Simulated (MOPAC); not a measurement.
A run for MOPAC: PM3 on BHI2O (SMILES OB(I)I), a point of a torsion scan.

```
PM3 1SCF PRECISE CHARGE=0 THREADS=1
BHI2O

O     -0.74425287 1    -0.76253769 1    -0.20842467 1
B      0.22754805 1     0.10757075 1    -0.10166637 1
I      2.19809711 1    -0.60896146 1     0.24730883 1
I     -0.13299984 1     2.21379446 1    -0.19200489 1
H     -1.55908209 1    -0.93643279 1     0.24818601 1
```

Output:

```
*******************************************************************************
 **                                                                           **
 **                              MOPAC v23.2.5                                **
 **                                                                           **
 *******************************************************************************
 ** MOPAC's Digital Object Identifier: https://doi.org/10.5281/zenodo.6511958 **
 **                                                                           **
 ** Please cite the open-source release paper for use of this MOPAC version:  **
 ** J. E. Moussa and J. J. P. Stewart (2026)                                  **
 ** MOPAC: An open-source semiempirical molecular orbital program             **
 ** J. Open Source Softw., 11(119), 8025, https://doi.org/10.21105/joss.08025 **
 *******************************************************************************

                              PM3 CALCULATION RESULTS

 *******************************************************************************
 *  PM3        - The PM3 Hamiltonian to be used
 *
 *
 *
 *                 CHARGE ON SYSTEM = 0
 *
 *
 *
 *  PRECISE    - TIGHTER CRITERIA TO BE USED
 *  1SCF       - DO 1 SCF AND THEN STOP
 *  THREADS=1  - MULTI-THREADING NOT USED
 *  T=         - A TIME OF 172800.0 SECONDS REQUESTED
 *  DUMP=N     - RESTART FILE WRITTEN EVERY 7200.0 SECONDS REQUESTED
 *******************************************************************************
PM3 1SCF PRECISE CHARGE=0 THREADS=1
 BHI2O

   ATOM   CHEMICAL          X               Y               Z
  NUMBER   SYMBOL      (ANGSTROMS)     (ANGSTROMS)     (ANGSTROMS)

     1       O         -0.74425287  *  -0.76253769  *  -0.20842467  *
     2       B          0.22754805  *   0.10757075  *  -0.10166637  *
     3       I          2.19809711  *  -0.60896146  *   0.24730883  *
     4       I         -0.13299984  *   2.21379446  *  -0.19200489  *
     5       H         -1.55908209  *  -0.93643279  *   0.24818601  *



          CARTESIAN COORDINATES

    NO.       ATOM           X           Y           Z

     1         O         -0.7443     -0.7625     -0.2084
     2         B          0.2275      0.1076     -0.1017
     3         I          2.1981     -0.6090      0.2473
     4         I         -0.1330      2.2138     -0.1920
     5         H         -1.5591     -0.9364      0.2482

  H: (PM3): J. J. P. STEWART, J. COMP. CHEM. 10, 209 (1989).
  B: (PM3): J. J. P. STEWART, J. MOL. MOD., 10, 155-164 (2004)
  O: (PM3): J. J. P. STEWART, J. COMP. CHEM. 10, 209 (1989).
  I: (PM3): J. J. P. STEWART, J. COMP. CHEM. 10, 209 (1989).

           Empirical Formula: H O B I2  =     5 atoms



      MOLECULAR POINT GROUP   :   C1


      RHF CALCULATION, NO. OF DOUBLY OCCUPIED LEVELS = 12


 -------------------------------------------------------------------------------
 PM3 1SCF PRECISE CHARGE=0 THREADS=1
 BHI2O



     1SCF WAS SPECIFIED, SO BFGS WAS NOT USED
     SCF FIELD WAS ACHIEVED


                              PM3 CALCULATION
                                                       MOPAC v23.2.5 Linux




          FINAL HEAT OF FORMATION =        -27.89511 KCAL/MOL =    -116.71315 KJ/MOL


          COSMO AREA              =        133.02 SQUARE ANGSTROMS
          COSMO VOLUME            =        124.85 CUBIC ANGSTROMS

          IONIZATION POTENTIAL    =          9.443824 EV
          HOMO LUMO ENERGIES (EV) =         -9.444 -2.074
          NO. OF FILLED LEVELS    =         12
          MOLECULAR WEIGHT        =        281.6263         POINT GROUP:  C1

          MOLECULAR DIMENSIONS (Angstroms)

            Atom       Atom       Distance
            H     5    I     3     3.77142
            I     4    H     5     3.04642
            I     3    O     1     0.43684


          SCF CALCULATIONS        =          1





   ATOM   CHEMICAL          X               Y               Z
  NUMBER   SYMBOL      (ANGSTROMS)     (ANGSTROMS)     (ANGSTROMS)

     1       O         -0.74425287  *  -0.76253769  *  -0.20842467  *
     2       B          0.22754805  *   0.10757075  *  -0.10166637  *
     3       I          2.19809711  *  -0.60896146  *   0.24730883  *
     4       I         -0.13299984  *   2.21379446  *  -0.19200489  *
     5       H         -1.55908209  *  -0.93643279  *   0.24818601  *

                             CARTESIAN COORDINATES

   1    O       -0.744252870    -0.762537690    -0.208424670
   2    B        0.227548050     0.107570750    -0.101666370
   3    I        2.198097110    -0.608961460     0.247308830
   4    I       -0.132999840     2.213794460    -0.192004890
   5    H       -1.559082090    -0.936432790     0.248186010


           Empirical Formula: H O B I2  =     5 atoms



      MOLECULAR POINT GROUP   :   C1


                  EIGENVALUES
 -39.97327 -22.10427 -17.77043 -16.46406 -15.14328 -14.16630 -13.15352 -10.96250
  -9.92396  -9.68038  -9.54808  -9.44382  -2.07425   0.36167   0.88350   2.73950
   5.12569


              NET ATOMIC CHARGES AND DIPOLE CONTRIBUTIONS

  ATOM NO.   TYPE          CHARGE      No. of ELECS.   s-Pop       p-Pop
    1          O          -0.202184        6.2022     1.64016     4.56203
    2          B          -0.030414        3.0304     1.24506     1.78535
    3          I           0.055395        6.9446     1.96516     4.97945
    4          I          -0.096175        7.0962     1.95493     5.14124
    5          H           0.273378        0.7266     0.72662
 DIPOLE           X         Y         Z       TOTAL
 POINT-CHG.    -0.711    -1.689     0.698     1.961
 HYBRID        -1.163    -0.454     0.145     1.257
 SUM           -1.874    -2.143     0.843     2.969


          ATOMIC ORBITAL ELECTRON POPULATIONS

     Atom    s        px        py        pz
    1  O   1.64016   1.33731   1.63599   1.58873
    2  B   1.24506   0.73431   0.66424   0.38680
    3  I   1.96516   1.23229   1.84818   1.89898
    4  I   1.95493   1.93780   1.26033   1.94311
    5  H   0.72662

 **********************
 *                    *
 * JOB ENDED NORMALLY *
 *                    *
 **********************




 == MOPAC DONE ==
```

The run finished.

Cost: around 0.04 core-seconds (rough).
